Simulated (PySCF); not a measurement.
Pm⁴⁶⁺: ionisation energy

Pm⁴⁶⁺ [Ne] 3s2 3p3 (4S) → Pm⁴⁷⁺ [Ne] 3s2 3p2 (3P), as a difference of total energies. Calculation: PySCF 2.14, in an uncontracted even-tempered set (18 s from 10 bohr⁻², ratio 2.5; 12 p from 13 bohr⁻², ratio 2.5; 4 d from 52 bohr⁻², ratio 2.7; 4 f from 77 bohr⁻², ratio 2.7); scalar relativity by spin-free X2C-1e. Correlated levels: outer shells: 1s2 frozen; virtual orbitals above 40 to 60 times the deepest correlated orbital energy dropped. The calculations carry no spin-orbit coupling.

```
                method  ionisation energy (eV)
                   UHF                  3875.5
    MP2 (outer shells)                  3876.0
SCS-MP2 (outer shells)                  3875.8
   CCSD (outer shells)                  3875.9
CCSD(T) (outer shells)                  3875.9
```

Spin-orbit coupling is strong in these open shells (close to jj coupling). The scalar numbers leave it out and a first-order estimate fails, so it can dominate the gap to the real levels.

The ground level that NIST lists for one species does not belong to the high-spin term computed here, so part of any gap is the choice of state.

Breit and QED terms and the two-electron picture change are absent.

For comparison: 3816 ± 4 eV (theoretical estimate listed by NIST; NIST Atomic Spectra Database, ionization energies).
